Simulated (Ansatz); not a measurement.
Molecular dynamics of CH$_{6}$BCl$_{2}$N

The input (input.yaml):

```yaml
crystal:
  periodic: [false, false, false]
  atoms:
    - { symbol: B, position_ang: [-0.09852, -0.358548, 0.216548] }
    - { symbol: H, position_ang: [-0.893912, 0.283019, 1.205569] }
    - { symbol: Cl, position_ang: [1.406261, 0.626162, 0.16202] }
    - { symbol: Cl, position_ang: [-1.153822, -0.36303, -1.244729] }
    - { symbol: "N", position_ang: [-0.004187, -1.738802, 0.882953] }
    - { symbol: H, position_ang: [-0.489157, -2.45752, 0.352602] }
    - { symbol: C, position_ang: [1.183348, -2.195299, 1.576089] }
    - { symbol: H, position_ang: [0.951358, -3.078265, 2.190218] }
    - { symbol: H, position_ang: [2.006187, -2.450077, 0.886508] }
    - { symbol: H, position_ang: [1.553591, -1.405855, 2.245222] }
    - { symbol: H, position_ang: [-0.764849, -0.668988, 1.437701] }
basis:
  gaussian: { orbitals: def2-SVP }
hamiltonian:
  xc: pbe0
  dispersion: d4
md:
  timestep: 0.5
  n_steps: 200
  ensemble: nve
  temperature: 300.0
  initial_velocities: maxwell_boltzmann
  seed: 10589
```

Launched with:

```bash
$ ansatz run input.yaml --threads 4 --pin off --max-ram 5120MiB --backend cpu --events-out ev --progress --plain --runs-dir out
```

It starts at the highest image of a converged band. Of that band: The profile has 2 maxima (images 1, 4) with wells between them (image 2): this band takes more than one step, which may be the mechanism or a detour left from its start path. Neighbouring images differ by up to 1.9 eV, so the band resolves the path poorly. A vibrational analysis at the climbing image gives one clearly imaginary mode, 1340i cm⁻¹: a first-order saddle point.

Output, in part (step lines, the closing report, with atoms numbered from 0):

```
md step     0: t =     0.00 fs  T =   300.0 K  F+E_penalty+E_count = -28325.38782757 eV  E_kin = 0.349002 eV  conserved = -28325.03882557 eV  (27 SCF iters)
[... lines left out ...]
Total energy: -28325.81023868 eV, -1040.9543263477 hartree
Atom 0 at    -0.345457    -0.198055     0.350265 Å, force     1.633265    -0.348275    -0.234888 eV/Å
Atom 1 at    -0.925589     0.309917     1.297926 Å, force     0.256407    -0.200087    -0.345899 eV/Å
Atom 2 at     1.561022     0.625763     0.068901 Å, force    -2.299204    -1.153112     0.407475 eV/Å
Atom 3 at    -1.238406    -0.324033    -1.253498 Å, force     0.470312    -0.131050     0.952325 eV/Å
Atom 4 at     0.044609    -1.956647     0.831084 Å, force     3.640595     3.914839    -1.552141 eV/Å
Atom 5 at     0.377322    -2.287188    -0.065451 Å, force     0.731730     0.131630    -0.571910 eV/Å
Atom 6 at     1.081380    -2.137932     1.824564 Å, force     0.769106     2.969350    -1.082542 eV/Å
Atom 7 at     1.714005    -2.973585     1.771921 Å, force     0.373345    -2.038222    -0.058931 eV/Å
Atom 8 at     1.745573    -1.309026     1.540659 Å, force     0.583379    -0.041879    -0.157954 eV/Å
Atom 9 at     0.890712    -1.773990     2.802879 Å, force    -1.208208    -0.316795     1.390599 eV/Å
Atom 10 at    -0.721663    -2.478831     0.879153 Å, force    -4.950728    -2.786400     1.253865 eV/Å
Dipole moment:    -0.059382    -1.148587     0.514713 e Å
```

The steps, from the saved trajectory:

```csv
time (fs),T (K),potential energy less start (eV),conserved less start (meV/atom)
0,300,0.000,0.00
3,167,0.156,0.19
6,240,0.071,0.17
9,707,-0.471,0.15
12,1288,-1.149,0.00
15,1155,-0.996,-0.08
18,802,-0.581,0.24
21,1136,-0.976,-0.30
24,1310,-1.180,-0.45
27,888,-0.682,0.16
30,903,-0.705,-0.30
33,710,-0.478,-0.11
36,461,-0.185,0.18
39,598,-0.347,-0.03
42,893,-0.688,0.20
45,1114,-0.947,0.04
48,1163,-1.004,0.00
51,1096,-0.922,0.40
54,1334,-1.206,-0.26
57,1010,-0.825,0.10
60,882,-0.681,-0.33
63,670,-0.434,-0.36
66,510,-0.241,0.24
69,1003,-0.822,-0.36
72,1189,-1.036,-0.16
75,1259,-1.115,0.10
78,1447,-1.337,-0.19
81,1076,-0.899,0.41
84,902,-0.700,0.00
87,704,-0.469,0.11
90,630,-0.381,0.28
93,750,-0.526,-0.24
96,509,-0.241,0.22
99,756,-0.533,-0.22
```

All steps were run. The conserved energy stayed within 0.53 meV per atom of its start (net change 0.46 meV per atom), so the integration is sound. The kinetic energy rose, since the run started high on the potential surface and went downhill. A run of 0.1 ps of so small a system gives no equilibrium averages. The orbitals stay closed-shell, which can raise the energy where a bond breaks towards radicals; this wasn't checked here.

Between its relaxed ends the band would form H2–H11 and break B1–H2, N5–H11. These pairs go: H2–H11 0.99 → 2.83 Å, B1–H2 1.42 → 1.22 Å, N5–H11 1.43 → 0.93 Å. In the last frame they stand as before the step (other bonds may differ from the relaxed reactants and products). Also parted: B1–H11 1.43 → 2.37 Å. It ends as one piece, CH6BCl2N. Pairs count as bonded within 1.25 times the sum of covalent radii (0.12 Å more for H–H).

Last frame:

```xyz
11
Properties=species:S:1:pos:R:3
B -0.345 -0.198 0.350
H -0.926 0.310 1.298
Cl 1.561 0.626 0.069
Cl -1.238 -0.324 -1.254
N 0.045 -1.957 0.831
H 0.377 -2.287 -0.066
C 1.081 -2.138 1.825
H 1.714 -2.974 1.772
H 1.746 -1.309 1.541
H 0.891 -1.774 2.803
H -0.722 -2.479 0.879
```

Run time: 5.2 min on 4 threads of Arm Neoverse V2, on a shared host, peak memory 0.24 GiB.
